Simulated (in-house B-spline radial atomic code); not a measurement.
Rb³³⁺. Computed with a B-spline radial atomic code. Model: all-electron spherical atom, spin shells full or empty, radial basis limit, no spin-orbit coupling: exact exchange with a local potential (Slater, KLI or optimised effective potential, whose far tail is KLI's), no correlation.

The run also made RPA and GW results, which its time includes.

The Slater potential averages the orbital exchange potentials with the orbital densities as weights, KLI adds orbital constants, and the optimised effective potential minimises the exact-exchange energy among local potentials. So their energies lie above Hartree-Fock in the order OEP, KLI, Slater. All fall off as −1/r, unlike LDA and GGA exchange.

Command:
```bash
python run_gw.py task.json out
```
Settings (lengths in bohr, energies in hartree):
```
Z                      37
electrons              4
configuration          [He] 2s2
hamiltonian            nr
method                 kli
lmax                   9
spin_polarised         False
box_radius             2.84
intervals              62
ion_configuration      [He] 2s1
```

Time taken, with all properties: 2.7 s on 1 thread of Arm Neoverse N1, with other jobs on the host.

Given: hamiltonian non-relativistic; mean-field start exchange-only KLI.

Computed: energy above Hartree-Fock 1.2749 millihartree; virial ratio -E/T less 1 -0.00055.

| radius (bohr) | r times exchange potential (hartree bohr) |
| --- | --- |
| 0.00135 | -0.045655 |
| 0.00159 | -0.053733 |
| 0.00187 | ? |
| 0.0022 | -0.074177 |
| 0.00258 | -0.086841 |
| 0.00304 | -0.10207 |
| 0.00357 | -0.11949 |
| 0.0042 | ? |
| 0.00494 | -0.16367 |
| 0.0058 | -0.1907 |
| 0.00682 | -0.22195 |
| 0.00802 | -0.25752 |
| 0.00943 | -0.29749 |
| 0.0111 | -0.34221 |
| 0.013 | -0.38943 |
| 0.0153 | -0.44137 |
| 0.018 | -0.49508 |
| 0.0212 | -0.54902 |
| 0.0249 | -0.59919 |
| 0.0293 | -0.64368 |
| 0.0345 | -0.67802 |
| 0.0405 | -0.69728 |
| 0.0476 | -0.69694 |
| 0.056 | -0.66982 |
| 0.0659 | -0.61092 |
| 0.0775 | -0.54482 |
| 0.0911 | -0.54747 |
| 0.107 | -0.63521 |
| 0.126 | -0.74427 |
| 0.148 | -0.83547 |
| 0.174 | -0.90469 |
| 0.205 | -0.95211 |
| 0.241 | -0.97949 |
| 0.283 | -0.99279 |
| 0.333 | -0.99805 |
| 0.391 | -0.9996 |
| 0.46 | -0.99994 |

What belongs in the row 0.00187?

r times exchange potential (hartree bohr): -0.063136.

What belongs in the row 0.0042?

r times exchange potential (hartree bohr): -0.13996.

```tsv
occupied	level (hartree)	Hartree-Fock level (hartree)
1s	-642.46	-647.41
2s	-151.3	-151.31
```

| empty | level (hartree) |
| --- | --- |
| 2p | -148.37 |
| 3s | -66.103 |
| 3p | -65.235 |
| 3d | -64.451 |
| 4s | ? |
| 4p | -36.542 |
| 4d | -36.231 |
| 4f | -36.135 |

What belongs in the row 4s?

level (hartree): -36.903.
